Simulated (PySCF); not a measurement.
A GIAO shielding run with PySCF (density fitting, non-relativistic, gas phase) on SMILES CNC(C)(C)[SiH2][SiH2]CF, C5H16FNSi2:

```
$ OMP_NUM_THREADS=1 python probes_run.py task.json out

{"job": {"kind": "nmr", "xc": "PBE0", "basis": "pcSseg-1"}, "charge": 0, "multiplicity": 1}
C      1.674014     0.416677    -1.563700
N      0.575299    -0.155853    -0.807434
C      0.759141    -0.350188     0.636022
C      1.204553     0.957986     1.284907
C      1.770745    -1.451124     0.969100
Si    -1.026411    -0.795343     1.220072
Si    -2.505939     0.719571     0.291382
C     -2.538941     0.539829    -1.621978
F     -2.686906    -0.793685    -1.964791
H      1.823791     1.451646    -1.258170
H      2.624916    -0.122766    -1.455229
H      1.400520     0.410911    -2.618787
H      0.333414    -1.053693    -1.217120
H      0.560939     1.775611     0.967547
H      1.147861     0.871325     2.367586
H      2.233762     1.201463     1.023346
H      1.494277    -2.386471     0.484313
H      1.796355    -1.620544     2.042913
H      2.775781    -1.178726     0.646056
H     -1.278651    -2.188200     0.817417
H     -1.046574    -0.811631     2.693994
H     -3.889087     0.499065     0.738854
H     -2.239098     2.149603     0.508702
H     -1.605183     0.869302    -2.081268
H     -3.369513     1.069380    -2.094598
```

Hardware: 1 thread of an Arm Neoverse N1, shared host. The job also computes population analyses, field gradients.

Problem. How large is the calculation?

Solution. 90 electrons, 247 basis functions and 1322 auxiliary functions.

Problem. How long does it take, and how much memory does it need?

Solution. 110 s of wall time, with 12 SCF cycles and 4 response iterations; peak memory 1.2 GiB. Times on a shared host scatter by some tens of per cent.
